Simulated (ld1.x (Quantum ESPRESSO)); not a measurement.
**Li (Z = 3): TM pseudisation with Wu–Cohen, scalar-relativistic reference atom.**

| Quantity | Value |
| --- | --- |
| Element | Li |
| Generator | ld1.x (Quantum ESPRESSO) 7.5 |
| Type | norm-conserving Troullier–Martins (Kleinman–Bylander form) |
| Functional | Wu–Cohen |
| Relativity | scalar-relativistic |
| Frozen core | [He] |
| Valence charge | 1 |
| Reference configuration | 2s0 2p1 |
| Partial waves | 2p (bound): rc 4.20 bohr; 2s (bound, empty): rc 3.50 bohr |
| Local potential | the s channel |
| Core correction | Bessel-smoothed model core inside 2.60 bohr |

All-electron outer shells of the reference configuration (Wu–Cohen, scalar-relativistic, ld1.x):

```tsv
shell	level (eV)	outermost node (bohr)	outermost maximum (bohr)
1s	-53.24	–	0.36
2s	-3.28	0.83	3.16
2p	-1.53	–	4.06
```

Question: Estimate the cutoffs (Ry, on a coarse ladder) from which the occupation-weighted sum of valence levels, in a spherical-Bessel basis at the reference potential, stays within 10 and 1 mRy of its value at 400 Ry.

Answer: 6 Ry and 6 Ry.

Question: What does a ghost test show?

Answer: No extra level below or beside the all-electron valence levels (p, s, d, f tested).

Question: Tests: 2s1 2p0; 2s0.5 2p0. Which has the largest error in its energy relative to the reference configuration, and how large is it?

Answer: 2s1 2p0, with -14 meV (all-electron minus pseudo) on -1.77 eV.
